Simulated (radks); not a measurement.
The table gives one normalised radial function P(r) = r R(r) of Cs7+ in [Kr] 4d10 5s2 (r in bohr). Calculated with a radial shooting solver on a logarithmic mesh with Libxc functionals: scalar-relativistic Kohn-Sham, LB94 model potential, spin-polarised, spherical densities, finite nucleus; Fermi nuclear charge, rms radius 4.8041 fm.

| r | P |
|---|---|
| 0.001585 | 0.0033 |
| 0.002081 | 0.0053 |
| 0.002731 | 0.0085 |
| 0.003613 | 0.0138 |
| 0.004743 | 0.0222 |
| 0.006225 | 0.0353 |
| 0.008237 | 0.0564 |
| 0.01081 | 0.0876 |
| 0.01419 | 0.1335 |
| 0.01878 | 0.1997 |
| 0.02465 | 0.2835 |
| 0.03261 | 0.3831 |
| 0.0428 | 0.4719 |
| 0.05618 | 0.5126 |
| 0.07434 | 0.4429 |
| 0.09758 | 0.2132 |
| 0.1281 | -0.1699 |
| 0.1695 | -0.5885 |
| 0.2224 | -0.7639 |
| 0.292 | -0.4788 |
| 0.3863 | 0.2670 |
| 0.5071 | 1.0281 |
| 0.6656 | 1.3489 |
| 0.8806 | 1.0989 |
| 1.156 | 0.6000 |
| 1.517 | 0.2124 |
| 2.007 | 0.0424 |
| 2.635 | 0.0045 |
| 3.459 | 0.0002 |
| 4.576 | 0.0000 |

Which n and l does it have? It may be an empty orbital.

Answer. n = 4, l = 1: the number of nodes gives n - l - 1 = 2, the rise at small r (about r^(l+1), flatter next to the nucleus through relativity) gives l, and the extent must fit the shell. The curve is that of 4p. 4p: eigenvalue -259.76 eV, 2 radial nodes at r = 0.115, 0.353 bohr, <r> = 0.737 bohr, 90 % of the charge inside 1.07 bohr.
